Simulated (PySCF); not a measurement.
What an electron can do to InO

PBE in PySCF with def2-SVPD on every atom (core potentials on In), for the lowest determinant that a PBE0 search found; no spin–orbit coupling.

| species | state (unpaired electrons) | Re (Å) | ωe (cm⁻¹) | energy of the minimum from the neutral (eV) | De (eV) | dissociates to |
| --- | --- | --- | --- | --- | --- | --- |
| InO | doublet (π ↑) | 2.151 | 463 | 0.00 | 3.82 | In + O |
| InO⁺ | triplet (π ↑↑) | 2.928 | 132 | 9.14 | 0.26 | In⁺ + O |
| InO⁻ | singlet (closed shell) | 1.973 | 623 | -2.43 | 4.45 | In + O⁻ |

**Question.** Work out the lowest energy to break InO into atoms, from its vibrational ground state.

**Answer.** D0 = De − ωe/2 = 3.82 − 0.03 = 3.79 eV (PBE/def2-SVPD).

**Question.** Work out the ionisation energy of the In atom at this level and the threshold of dissociative ionisation.

**Answer.** IE(In) = 9.14 + 0.26 − 3.82 = 5.58 eV, so In⁺ + O + e⁻ appears at D0 + IE(In) = 9.37 eV (PBE/def2-SVPD). The measured IE(In) is 5.786 eV (NIST ASD).

**Question.** Work out the electron affinity of the O atom and the threshold of dissociative attachment.

**Answer.** EA(O) = 3.82 − 4.45 − (-2.43) = 1.80 eV, so In + O⁻ needs D0 − EA(O) = 1.99 eV (PBE/def2-SVPD). The measured EA(O) is 1.461 eV.

**Question.** At which energy does ion-pair formation open?

**Answer.** In⁺ + O⁻ lies at D0 + IE(In) − EA(O) = 7.57 eV (PBE/def2-SVPD).

These are thermodynamic thresholds; the onsets seen under electron impact lie higher where the geometry changes, and cross-sections peak well above them.

Weak bonds: InO⁺. Basis-set superposition, not corrected here, can be much of De in a small basis, most of all at correlated wavefunction levels. Functionals without a dispersion term scatter widely for such bonds, and LDA overbinds them. These are scalar-relativistic numbers at best; spin–orbit coupling would shift them, the dissociation energy most. For an ion De counts to the pair picked by the measured ionisation energies or electron affinities, which need not be the lowest pair at this level. The highest Kohn–Sham level is positive in this anion. Much of that is self-interaction error, but it also means that the finite basis helps to hold the extra electron. States were picked by a PBE0 search and need not be the measured ground states.
